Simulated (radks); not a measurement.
Spherical quantum dot in the effective-mass picture: electrons in a well V = -V0 / (1 + exp((r - R)/a)) with V0 = 16.4, R = 4.32, a = 0.42, all in effective atomic units (hartree* = m*/eps^2 hartree, bohr* = eps/m* bohr), one dielectric constant everywhere. Method: non-relativistic Kohn-Sham, LDA (Slater exchange, Perdew-Wang correlation), spin-polarised, spherical densities; computed with a radial shooting solver with Libxc functionals. Levels are named by radial order and angular momentum (1s, 1p, 1d, 2s, ...), and open shells are averaged over m.

N = 19, configuration 1s2 1p6 1d10 1f(up 1, down 0). This is the lowest configuration that the search found. Occupied and some empty levels:

level,occupation,eigenvalue (hartree*),<r> (bohr*)
1s up,1,-9.4225,2.424
1s down,1,-9.4121,2.418
1p up,3,-9.2113,2.596
1p down,3,-9.1997,2.593
1d up,5,-8.8767,2.735
1d down,5,-8.8643,2.734
1f up,1,-8.4408,2.853
1f down,0,-8.4280,2.852
2s up,0,-8.3566,1.915
2s down,0,-8.3515,1.916
1g up,0,-7.9166,2.955
1g down,0,-7.9036,2.955
2p up,0,-7.8162,2.237
2p down,0,-7.8097,2.237
2d up,0,-7.2038,2.461
2d down,0,-7.1962,2.460

Energy (hartree*): total -230.750, kinetic 14.299, external -299.36, Hartree 61.853, exchange-correlation -7.5400.

Electron density:

r (bohr*),n(r) (e/bohr*^3)
0.246,0.01150
0.657,0.01801
1.07,0.03457
1.48,0.06591
1.89,0.1099
2.30,0.1469
2.71,0.1424
3.12,0.08701
3.54,0.02808
3.95,0.004082
4.36,0.0002533
4.77,7.780e-06
5.18,1.559e-07
